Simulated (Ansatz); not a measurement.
Compare A (`OC([SiH3])[TeH]`) with its isomer B (`O[SiH2]C[TeH]`).

Isolated molecules relaxed with PBE0-D4/def2-TZVP in Ansatz; ΔE leaves out vibrations. CCSD(T)/CBS adds triple-zeta CCSD(T) − MP2 to the extrapolated MP2 energy (def2 sets, frozen cores). DFT in def2-TZVPP. B3LYP here is the variant with VWN-RPA as its local correlation; programs differ in this. def2 core potentials past Kr. For Te outer-core shells are correlated without core-valence functions, which leaves a few kJ/mol of doubt a bond. Each species was taken in one conformer, which may not be the lowest.

A:

```xyz
10

O     0.527   -0.122   -1.623
C     0.102   -0.364   -0.314
Si    0.583    1.092    0.792
Te   -2.067   -0.619   -0.132
H     0.217   -0.831   -2.195
H     0.493   -1.301    0.097
H     0.399    0.678    2.205
H    -0.295    2.251    0.484
H     2.001    1.470    0.554
H    -1.960   -2.254    0.133
```

B:

Z-matrix (Å, degrees):
```
Si
C 1 1.870
O 1 1.644 2 110.5
H 1 1.490 2 107.4 3 -122.8
H 1 1.484 2 111.4 3 117.2
Te 2 2.154 1 109.7 3 55.1
H 2 1.093 1 110.9 3 -59.7
H 2 1.090 1 114.3 3 177.2
H 3 0.962 1 114.8 2 -48.2
H 6 1.659 2 93.4 1 55.2
```

**Question.** Which is lower in electronic energy at CCSD(T)/CBS, and by how much? (Estimate.)

**Answer.** Ansatz gave: B, by 205.9 kJ/mol.

**Question.** Give E(B) − E(A) in kJ/mol with HF/def2-TZVPP, ωB97M-V, CCSD/def2-TZVPP, B3LYP, B3LYP-D4, B2PLYP, PBE-D4. (An estimate is asked.)

**Answer.** Ansatz gave: HF/def2-TZVPP -212.1, ωB97M-V -202.9, CCSD/def2-TZVPP -206.3, B3LYP -195.3, B3LYP-D4 -195.7, B2PLYP -202.5, PBE-D4 -184.0. None reverses the order clearly.

Largest T1 diagnostic: 0.012.

From PBE to PBE0 (25 % exact exchange), in def2-TZVPP and without D4, E(B) − E(A) moves by −10.6 kJ/mol.
